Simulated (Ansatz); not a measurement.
Ligand exchange: HOI + AlH(CH3)(OH) → H2O2 + AlH(CH3)I

Gas-phase species: HOI (hypoiodous acid) `OI`, singlet; AlH(CH3)(OH), singlet; H2O2 (hydrogen peroxide) `OO`, singlet; AlH(CH3)I, singlet. The partners trade I for OH: O–I and Al–OH bonds give way to O–OH and Al–I.

Shapes, held fixed at every level: PBE0-D4/def2-TZVP. Flexible molecules stand in one conformer, not always the lowest. Programs: Ansatz 0.2.0. Electronic energies: no zero-point or thermal term.

| level | kind | ΔE (kJ/mol) | less CCSD(T)/def2-TZVPP |
| --- | --- | --- | --- |
| SPW92/def2-TZVPP | LDA | +163.3 | -5.4 |
| PBE-D4/def2-TZVPP | GGA | +158.5 | -10.2 |
| B3LYP-D4/def2-TZVPP | global hybrid | +174.5 | +5.8 |
| r2SCAN0-D4/def2-TZVPP | global hybrid | +162.0 | -6.7 |
| MP2/def2-TZVPP | perturbation theory | +176.8 | +8.1 |
| CCSD/def2-SVP | coupled cluster or CI | +138.1 | -30.6 |
| CCSD/def2-TZVPP | coupled cluster or CI | +169.6 | +0.9 |
| CCSD(T)/def2-TZVPP | coupled cluster or CI | +168.7 | 0.0 |

The highest level, CCSD(T)/def2-TZVPP, gives ΔE = +168.7 kJ/mol; the levels span +138.1 to +176.8. The column of differences is taken from that level and isn't an error. No measured value is set beside it here. For atoms past krypton def2 sets carry core potentials with scalar relativity. Outer-core shells of I are correlated, in sets that cover them unevenly.
